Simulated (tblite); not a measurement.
Species: C6H10O (charge +1 and doublet state).
Geometry (GFN2-xTB, Å), atoms numbered from 1 in this order:
```xyz
17
C6H10O angstrom
C     -1.387    1.433   -0.146
C     -1.261    0.283   -0.800
C     -0.414   -0.883   -0.387
C     -0.719   -1.114    1.100
O     -0.416   -0.368    1.965
C      1.104   -0.642   -0.481
C      1.603    0.575    0.244
H     -1.041    1.578    0.869
H     -1.887    2.279   -0.592
H     -1.791    0.129   -1.733
H     -0.679   -1.767   -0.968
H     -1.259   -2.060    1.272
H      1.639   -1.535   -0.142
H      1.326   -0.555   -1.553
H      1.146    1.488   -0.144
H      2.686    0.640    0.176
H      1.344    0.530    1.311
```

Method: GFN2-xTB as coded in tblite; computed harmonic values from a numerical Hessian at the method's own geometry, unscaled. Against measured fundamentals such values can be off by several per cent, at times by over 20. One conformer, not necessarily the lowest. Open shells enter through the occupations alone, without spin polarisation, and single modes of such species can be off by tens of per cent.

Harmonic wavenumbers (cm⁻¹): 105.6, 147.9, 182.3, 226.1, 241.7, 263.6, 327.3, 386.8, 457.7, 621.2, 702.9, 762.8, 838.6, 846.6, 870.6, 886.7, 936.6, 963.0, 1013.1, 1034.2, 1062.6, 1114.4, 1127.4, 1213.6, 1217.3, 1233.0, 1242.8, 1302.8, 1350.0, 1373.9, 1391.8, 1408.2, 1414.3, 1568.2, 1811.5, 2787.0, 2889.7, 2906.3, 2962.6, 2980.9, 2996.7, 3033.4, 3052.3, 3058.4, 3105.2.

A = 2956, B = 2663, C = 2194 MHz; mass 98.073 u (most abundant isotopes); point group C1, symmetry number 1; spin multiplicity 2.

Question: Zero-point energy?

Answer: Half the sum of the wavenumbers: 30710 cm⁻¹ = 87.80 kcal/mol.

Question: What is S at 500 K and 1 bar for an ideal gas of classical rigid rotors and harmonic oscillators?

Answer: Translation 42.25, rotation 28.86, vibration 35.89, spin (R ln 2) 1.38: S = 108.4 cal/(mol K).

Question: And Cp and H(500 K) − H(0)?

Answer: Cp = 48.91 cal/(mol K), of which vibrations give 40.96 (their classical limit is 45 R = 89.4); H(500 K) − H(0) = 13.99 kcal/mol without the zero-point energy, 10.02 from vibrations.

Question: Which modes carry the vibrational entropy at 500 K?

Answer: 105.6 cm⁻¹: 4.36; 147.9 cm⁻¹: 3.70; 182.3 cm⁻¹: 3.29; 226.1 cm⁻¹: 2.88; 241.7 cm⁻¹: 2.75; 263.6 cm⁻¹: 2.58 cal/(mol K); the other 39 give 16.33 together.

Question: Blend soft modes into free rotors: weight 1/[1 + (100 cm⁻¹/ν̃)⁴] for the oscillator and the rest for a rotor with moment μB/(μ + B), μ = h/(8π²ν), B = 10⁻⁴⁴ kg m². What vibrational entropy results?

Answer: 35.24 cal/(mol K) in place of 35.89, which changes −T·S at 500 K by +0.33 kcal/mol.

Question: What must be added to the electronic energy to get the Gibbs energy at 500 K and 1 bar?

Answer: ZPE + [H(500 K) − H(0)] − T·S = 87.80 + 13.99 − 54.20 = 47.59 kcal/mol.

Question: How do the functions run with temperature in this model?

Answer: 
```tsv
T (K)	S (cal/(mol K))	Cp (cal/(mol K))	H − H(0) (kcal/mol)	G − H(0) (kcal/mol)	ln q(vib)
50	54.9	10.0	0.42	-2.32	0.07
100	63.4	15.3	1.06	-5.29	0.56
298.15	87.6	32.1	5.73	-20.39	4.00
373.15	95.6	38.9	8.40	-27.26	5.45
750	131.1	63.0	28.11	-70.21	13.01
1000	150.6	72.2	45.08	-105.48	17.83
```

q(vib) and H(0) count from the zero-point level.

Hindered rotation and anharmonicity are outside this model. Other conformers, if any are populated, would add a mixing term that is left out. The structure is chiral; the term R ln 2 for an equal mix with its mirror image is left out.
